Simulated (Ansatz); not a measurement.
Born–Oppenheimer molecular dynamics of ClFGeH2 (5 atoms, charge 0, multiplicity 1). It starts from a relaxed structure.

Method: Ansatz, RKS PBE-D4/def2-SVP.

```
ensemble        : NVT, Langevin thermostat
time step       : 0.5 fs
steps asked     : 150
set temperature : 700 K
friction        : 0.5 /fs
seed            : 560628
```

First frame:

```xyz
5
Properties=species:S:1:pos:R:3
F -0.238 -0.522 1.614
Ge 0.140 -0.090 -0.043
Cl -1.406 1.264 -0.717
H 0.066 -1.388 -0.876
H 1.488 0.663 -0.019
```

**Question.** How far do the bonds stretch over the last three quarters of this one trajectory? (Pairs bonded in most of those frames.)

**Answer.** 
```
   bond  mean (Å)  spread (Å)  shortest  longest
 F1–Ge2     1.772       0.015      1.75     1.80
Ge2–Cl3     2.109       0.028      2.07     2.17
 Ge2–H4     1.565       0.081      1.41     1.69
 Ge2–H5     1.548       0.057      1.44     1.68
```

Mean temperature of the second half: 733 K. A run of 0.075 ps of so small a system gives no equilibrium averages. The friction is so strong that the motion is overdamped, so the time scale means little.

The run took 2.7 min on 1 CPU thread of a shared host.
